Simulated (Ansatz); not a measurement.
```yaml
crystal:
  periodic: [false, false, false]
  atoms:
    - {symbol: C, position_ang: [-1.658516, 0.966380, 0.961776]}
    - {symbol: B, position_ang: [-0.524654, 1.154627, -0.086818]}
    - {symbol: Si, position_ang: [0.673023, -0.319537, -0.776426]}
    - {symbol: N, position_ang: [-0.042424, -1.826829, -0.362564]}
    - {symbol: N, position_ang: [2.248235, -0.273610, -0.063306]}
    - {symbol: H, position_ang: [-1.789915, 1.810326, 1.644415]}
    - {symbol: H, position_ang: [-1.643309, 0.031028, 1.524684]}
    - {symbol: H, position_ang: [-2.577315, 0.952603, 0.348109]}
    - {symbol: H, position_ang: [-0.337779, 2.268181, -0.504517]}
    - {symbol: H, position_ang: [0.974730, -0.145805, -2.233598]}
    - {symbol: H, position_ang: [0.361584, -2.705385, -0.643775]}
    - {symbol: H, position_ang: [-1.034963, -1.901206, -0.217025]}
    - {symbol: H, position_ang: [2.980386, 0.262454, -0.499837]}
    - {symbol: H, position_ang: [2.358017, -0.302427, 0.937782]}
basis:
  gaussian: {orbitals: "6-31G*", nuclear_model: gaussian}
total_charge: 3
magnetization: {spin_polarized: true, initial_magnetization: 1}
hamiltonian: {xc: {name: r2SCAN0}}
scf: {lower_state_search: light}
```

```sh
$ ansatz run in.yaml --threads 4 --pin off --events-out ev --progress --plain --max-ram 10444MiB
```

Shortened log:

```
Functional definition: r2SCAN0
1010 factors; integrals over basis functions are off by at most 8.8e-4 eV
mean field evaluation 1: about -12627.3396 eV, gradient 9.2e1 eV
mean field evaluation 2: about -12505.5796 eV, gradient 1.5e2 eV
mean field evaluation 4: about -12653.0966 eV, gradient 4.8e1 eV
mean field evaluation 8: about -12669.7230 eV, gradient 2.2e0 eV
mean field evaluation 16: about -12670.5015 eV, gradient 1.6e-1 eV
mean field evaluation 32: about -12670.5121 eV, gradient 4.1e-1 eV
mean field evaluation 64: about -12670.2751 eV, gradient 1.2e-1 eV
mean field evaluation 96: about -12670.3866 eV, gradient 6.9e-1 eV
mean field -12670.52406070 eV, -465.6331708412 hartree, gradient 1.1e-5 eV, S^2 1.618175; 10 other end points of the search recorded, 0 dependent functions left out
reference -12670.52406784 eV, -465.6331711036 hartree; 23, 22 occupied and 74, 75 virtual orbitals, 1010 factors
Total energy: -12670.52406784 eV, -465.6331711036 hartree
```

In this input the charge is far from anything that the molecule holds. Self-consistency was reached. The result belongs to that input, not to the molecule as meant.
